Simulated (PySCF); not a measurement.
Al(H)(OMe)(OSiH3) (CH7AlO2Si), SMILES C[O][AlH][O][SiH3]. Heavy atoms are numbered as in [AlH:1]([O:3][CH3:4])[O:8][SiH3:9]. Hydrogens are named by the atom that carries them.

The structure is a stationary point at B3LYP-D3(BJ)/def2-SVP. The values are those of a single conformer.

These are PBE/pcSseg-1 run with PySCF values and carry that method's errors.

GIAO shieldings, no solvent; atoms alike by connectivity are averaged. δ = σ(ref) − σ: ¹H against TMS (σ = 31.49 ppm); ¹⁷O against H2O (σ = 334.3 ppm); ¹³C against TMS (σ = 182.0 ppm); ²⁹Si against TMS (σ = 335.4 ppm), references at their B3LYP-D3(BJ)/def2-TZVP geometries, non-relativistic.

Problem. Estimate the chemical shifts. (An estimate is asked for; the answer gives what the named calculation found.)

Solution. 
| nucleus | atoms | count | δ (ppm) |
|---|---|---|---|
| ¹H | H on Si9 | 3 | 5.64 |
| ¹H | H on C4 | 3 | 4.45 |
| ¹H | H on Al1 | 1 | 4.04 |
| ¹⁷O | O3 | 1 | 54.3 |
| ¹⁷O | O8 | 1 | 47.3 |
| ¹³C | C4 (CH3) | 1 | 59.0 |
| ²⁹Si | Si9 (SiH3) | 1 | -42.1 |
